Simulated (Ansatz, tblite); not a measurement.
Forces on WO3 at its PBE0-D4/def2-TZVP geometry. The state is a singlet with charge 0.

In the def2 sets W takes a core potential; there is no spin–orbit coupling. The xTB rows come from tblite. The structure comes from a short search, and lower isomers may exist.

GFN1-xTB (tblite), largest force 2.20 eV/Å:

```xyz
4
positions Å, forces eV/Å
W    -0.081   -0.375    0.271    0.381    1.755   -1.265
O    -0.282   -0.747   -1.392    0.019   -0.173    1.037
O     1.517    0.212    0.478   -0.831   -0.626    0.153
O    -1.154    0.910    0.644    0.431   -0.956    0.075
```

GFN2-xTB (tblite), largest force 0.83 eV/Å:

```
W 0.038 0.176 -0.127
O -0.173 -0.513 -0.636
O 0.763 -0.014 0.338
O -0.628 0.350 0.424
```

BHLYP-D4/def2-TZVP (Ansatz), largest force 1.22 eV/Å:

```
W 0.212 0.977 -0.705
O 0.022 -0.064 0.625
O -0.518 -0.352 0.064
O 0.284 -0.561 0.015
```
